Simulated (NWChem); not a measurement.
AlH2OI; SMILES [OH][AlH][I]

```xyz
5

Al    -0.5569     1.5282     0.0000
H     -2.0550     1.9953     0.0000
I      0.0478    -0.8723     0.0000
O      0.6455     2.7205     0.0000
H      1.5969     2.6042     0.0000
```
Atoms are numbered in this order, from 1.

Geometry: optimised at PBE0/def2-SVP. Not confirmed as a minimum by frequencies. B3LYP is NWChem's, with the RPA form of VWN correlation. def2 effective core potentials on I; no spin-orbit coupling.

Symmetry labels are those of Cs in the frame above (b1 and b2, or b-type labels, depend on it).

Task: List the 4 lowest vertical singlet excitations from B3LYP/def2-SVPD with def2 effective core potentials on I, TDA (NWChem).

Result: 
| state | energy (eV) | oscillator strength | symmetry | leading excitation (squared amplitude) |
|---|---|---|---|---|
| S1 | 5.24 | 0.000 | a" | HOMO → LUMO (1.00) |
| S2 | 5.62 | 0.034 | a' | HOMO → LUMO+1 (0.70) |
| S3 | 5.76 | 0.045 | a' | HOMO−1 → LUMO (0.63) |
| S4 | 5.77 | 0.040 | a" | HOMO−1 → LUMO+1 (0.98) |
